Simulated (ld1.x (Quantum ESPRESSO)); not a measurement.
# Transferability test, TM semilocal potential for manganese

| Item | Value |
| --- | --- |
| Element | Mn |
| Generator | ld1.x (Quantum ESPRESSO) 7.5 |
| Type | norm-conserving Troullier–Martins (semilocal form) |
| Functional | PBE |
| Relativity | scalar-relativistic |
| Frozen core | [Ne] |
| Valence charge | 15 |
| Reference configuration | 3s2 3p6 3d5 4s1 4p1 |
| Partial waves | 3s (bound): rc 0.95 bohr; 3p (bound): rc 1.25 bohr; 3d (bound): rc 1.65 bohr |
| Local potential | the d channel |
| Core correction | none |

Occupied shells without a wave of their own: 4p, 4s. They enter only through the test configuration that unscreens the potential.

Energies are relative to the spin-unpolarised reference configuration 3s2 3p6 3d5 4s1 4p1; without spin polarisation the order of configurations can differ from experiment. The frozen-core shift is the all-electron ΔE with the core orbitals held at their reference shape minus the fully relaxed ΔE.

| valence configuration | charge | ΔE all-electron (eV) | error AE − PS (meV) | frozen-core shift (meV) |
| --- | --- | --- | --- | --- |
| 3s2 3p6 3d5 4s1 4p0 | +1 | 4.559 | -33 | +0.4 |
| 3s2 3p6 3d4 4s0 4p0 | +3 | 52.677 | -358 | -1.3 |
| 3s2 3p6 3d4 4s2 4p0 | +1 | 9.330 | +135 | -3.3 |
| 3s2 3p6 3d3 4s0 4p0 | +4 | 103.439 | -353 | -4.4 |
| 3s1 3p6 3d5 4s2 4p0 | +1 | 89.649 | -83 | +12 |

(1) What are ΔE and the potential's error for 3s2 3p6 3d5 4s2 4p0?

(2) What are ΔE and the potential's error for 3s2 3p6 3d5 4s0 4p0?

## Answers

(1) ΔE = -3.857 eV all-electron; the error (AE − PS) is +75 meV.

(2) ΔE = 20.158 eV all-electron; the error (AE − PS) is -204 meV.

The 4p, 4s levels have no wave, so the channel is fitted at the deeper level alone: the likely source of the large errors. A variational frozen-core shift is positive and of second order in the change. This column holds negative values, so the frozen-core run of ld1.x carries numerical noise or an error of first order here, and the column gives no more than the rough size of the effect.
